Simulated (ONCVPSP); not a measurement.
**An all-electron radial function and its pseudo partner (silver)**

Columns: radius, all-electron u(r) and pseudo u(r) of the 4p shell (level -96.92 eV) of silver in the configuration [Ar] 3d10 4s2 4p6 4d8; LDA (Perdew-Zunger), scalar-relativistic, ONCV scheme, ONCVPSP 4.0.1.

```csv
r (bohr),all-electron,pseudo
0.060,0.4045,0.0067
0.120,0.1597,0.0279
0.180,-0.3196,0.0663
0.240,-0.5978,0.1252
0.300,-0.6020,0.2072
0.360,-0.4116,0.3119
0.420,-0.1222,0.4358
0.480,0.1910,0.5723
0.540,0.4806,0.7120
0.600,0.7226,0.8444
0.660,0.9072,0.9596
0.720,1.0357,1.0501
0.780,1.1133,1.1111
0.840,1.1485,1.1419
0.900,1.1500,1.1442
0.960,1.1255,1.1221
1.020,1.0824,1.0809
1.080,1.0265,1.0260
1.140,0.9627,0.9626
1.200,0.8946,0.8945
1.260,0.8250,0.8249
1.320,0.7560,0.7559
1.380,0.6890,0.6889
1.440,0.6250,0.6250
1.500,0.5647,0.5646
1.560,0.5085,0.5084
```

How many radial nodes do the two functions have?

The all-electron 4p function has n − l − 1 = 2; the pseudo-wave has 0, since the states of the same l below it are removed with the core.

At about which radius was the pseudo-wave matched?

1.20 bohr. The columns agree to 0.0005 from 1.08 bohr on; several derivatives are matched, so the curves merge somewhat inside the radius.

Where does each function peak?

Outermost all-electron maximum near 0.90 bohr, pseudo maximum near 0.90 bohr (to the table’s step).

Is the pseudo-wave norm-conserving?

Yes: the ONCV scheme keeps the norm inside the radius equal to the all-electron one, which fixes the energy derivative of the logarithmic derivative at the level.
